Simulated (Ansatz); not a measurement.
Ligand-field states of MnF₃ at its r2SCAN-D4/def2-TZVP geometry (relaxed as a quintet).

```xyz
4

Mn   -0.088   -0.172    0.026
F     0.686    1.348   -0.207
F    -0.236   -0.364    1.756
F    -0.362   -0.812   -1.576
```

CASSCF(4,5) on the Mn 3d shell in def2-TZVP, averaged with equal weights over 5 quintets and 12 triplets and 6 singlets, then SC-NEVPT2; Ansatz, no spin–orbit coupling. The space holds no ligand orbitals and no second d shell, so covalent complexes are described poorly.

(1) Estimate the states' energies above the lowest.

Results:

(1) 
```tsv
state	CASSCF (cm⁻¹)	NEVPT2 (cm⁻¹)
quintet 1	0	0
quintet 2	9843	10808
quintet 3	19273	21046
quintet 4	21893	24869
quintet 5	22036	24174
triplet 1	22668	21120
triplet 2	22807	21276
triplet 3	23091	20959
triplet 4	23511	21325
triplet 5	26423	24338
triplet 6	26452	21686
triplet 7	26527	23267
triplet 8	28011	24079
triplet 9	29099	25919
triplet 10	29245	26977
triplet 11	31430	29391
triplet 12	32093	31268
singlet 1	31481	29288
singlet 2	31770	29799
singlet 3	32638	29677
singlet 4	33206	30587
singlet 5	36144	31691
singlet 6	37619	32858
```
The lowest NEVPT2 state is a quintet. Run time 18 s (2 threads of Intel Xeon 6975P-C on a shared host).
